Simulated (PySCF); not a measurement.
Co: excitation energy

Co [Ar] 3d7 4s2 (4F) → Co [Ar] 3d6 4s2 5s1 (6D), as a difference of total energies. All numbers are calculated (PySCF 2.14, the non-relativistic Hamiltonian (point nucleus), in aug-cc-pVDZ (7s6p4d2f, 59 functions)). Correlated levels: valence: [Ar] frozen. The calculations carry no spin-orbit coupling.

```
           method  excitation energy (cm⁻¹)
              UHF                     70105
    MP2 (valence)                     82888
SCS-MP2 (valence)                     83095
   CCSD (valence)                     81477
CCSD(T) (valence)                     81869
```

The upper state lies above the first ionisation limit, but in LS coupling its spin forbids autoionisation to the ground ion. A Rydberg-like electron needs more diffuse functions than a valence basis has.

The promoted electron is Rydberg-like, and one or two diffuse shells describe it only roughly, which tends to raise the upper state.
